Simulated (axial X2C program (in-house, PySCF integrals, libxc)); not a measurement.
**Photoelectron levels of InCl by EOM-IP-CCSD**

Computed with an in-house all-electron X2C program for linear molecules (integrals from PySCF): two-component X2C with atomic mean-field Coulomb and Gaunt terms, Gaussian nuclei, basis In dyall-cv3z, Cl dyall-av3z with contracted cores.

R = 2.789 Å (1.150 times 2.425 Å, the PBE0 minimum at charge 0 for the lowest determinant).

Vertical ionisation energies of InCl to the states of InCl⁺:

```csv
Ω of InCl⁺,vertical IE (eV),above lowest (cm⁻¹),ionised spinor,one-hole weight
1/2,9.567,0,"60% Cl pσ, 15% In pσ, 14% In sσ",0.94
3/2,9.653,688,96% Cl pπ,0.93
1/2,9.738,1376,89% Cl pπ,0.93
1/2,12.923,27062,"70% In sσ, 25% Cl pσ",0.93
```

Problem. Take the first Ω = 1/2 and Ω = 3/2 rows of π character: how far apart are they, and which lies lower?

Solution. E(3/2) − E(1/2) = 688 − 1376 = -688 cm⁻¹ at EOM-IP-CCSD: inverted, Ω = 3/2 lower. Splittings at this level can be off by ten to twenty per cent.

This point took 31 s on 1 thread of Intel(R) Xeon(R) Processor @ 2.30GHz (shared host).

Reference electrons by ω block (each with its −ω partner): 1/2: 22, 3/2: 9, 5/2: 2. 20 electrons of InCl correlated (inner shells frozen), 94 natural virtual spinors (a truncated set); levels can be off by some tenths of an eV. Roots sought by Ω: (1/2: 4, 3/2: 3, 5/2: 1); rows need 60 % one-particle weight and stop where some Ω has no more roots. Missing are any skipped roots, higher Ω and states of a further excitation; these come out far too high here and may in truth be low or lowest. T1 of the reference 0.011 (Lee–Taylor). Number of frozen shells: In 4 s, 3 p, 1 d; Cl 2 s, 1 p.
